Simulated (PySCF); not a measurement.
# One molecule, several mistakes: B2CH4O

These are calculations, not measurements. They come from PySCF 2.14.0, an open-source quantum chemistry program, on an isolated molecule that a program drew, which may never have been made. The molecule is B2CH4O (charge 0, singlet), drawn as the SMILES string `BOB=C`.

Each row is a Hartree-Fock (HF) and frozen-core CCSD(T) single point in the cc-pVDZ basis, meant for a local HF minimum. Run 1 is clean. Each other run has one planted mistake out of seven kinds, and not every kind appears here: one electron removed, one electron added, multiplicity raised by two, geometry at a saddle point, minimal basis STO-3G, one bond length entered in bohr, all coordinates scaled. The reference is restricted for singlets and unrestricted otherwise, and also for a bond in bohr. Adding or removing an electron swaps singlet and doublet. Electrons count all cores. HOMO and LUMO are orbital energies over both spins, the gradient is its largest component, and the lowest frequency (negative if imaginary) is given only where the gradient is small. Bond lengths are over the 7 bonds as drawn. T1 is the CCSD diagnostic: over 0.02 (restricted) or 0.045 (unrestricted) a single reference is doubtful.

Geometry of the clean run:
```xyz
8
B2CH4O, angstrom
B    -0.9491    2.6983   -1.4220
O     0.3933    2.9676   -1.5627
B     1.4132    2.1389   -1.4445
C     2.4980    1.2861   -1.3248
H    -1.7008    3.6129   -1.5759
H    -1.3047    1.5870   -1.1576
H     2.9967    1.1349   -0.3754
H     2.8874    0.7423   -2.1767
```

| run | electrons | basis functions | <S^2> | HOMO (eV) | LUMO (eV) | gradient (hartree/bohr) | lowest frequency (cm^-1) | mean bond (Å) | longest bond (Å) | T1 | HF (hartree) | CCSD(T) (hartree) | mistake |
|---|---|---|---|---|---|---|---|---|---|---|---|---|---|
| 1 | 28 | 76 | 0.000 | -8.52 | 2.21 | 3.6e-05 | 165 | 1.2339 | 1.385 | 0.0140 | -164.45344 | -164.97458 | no fault |
| 2 | 28 | 76 | 0.760 | -8.32 | 1.57 | 2.0e-02 | - | 1.3715 | 2.047 | 0.0575 | -164.31811 | -164.83569 | one bond length entered in bohr |
| 3 | 27 | 76 | 0.756 | -18.02 | -6.00 | 1.1e-01 | - | 1.2339 | 1.385 | 0.0167 | -164.19177 | -164.66917 | one electron removed |
| 4 | 29 | 76 | 0.763 | 0.46 | 8.81 | 1.1e-01 | - | 1.2339 | 1.385 | 0.0261 | -164.40242 | -164.94671 | one electron added |
| 5 | 28 | 24 | 0.000 | -6.30 | 6.04 | 4.3e-02 | - | 1.2339 | 1.385 | 0.0173 | -162.31983 | -162.54811 | minimal basis STO-3G |
| 6 | 28 | 76 | 0.000 | -8.80 | 2.58 | 1.1e-01 | - | 1.1364 | 1.276 | 0.0118 | -164.39034 | -164.89542 | ? |

**Which mistake was planted in run 6, and what did it cost?**

The mean and the longest bond both change by the same factor, 0.921, and the gradient is no longer small. So the mistake is: all coordinates scaled. Subtracting run 1 and multiplying by 627.51 kcal/mol a hartree, the energy moved by 39.6 kcal/mol in HF and 49.7 kcal/mol in CCSD(T).

Cautions from the logs. Run 2: T1 is over the limit, so its CCSD(T) energy is less reliable; run 4: the HOMO is above zero, so the electron isn't bound and the energy depends on the basis.
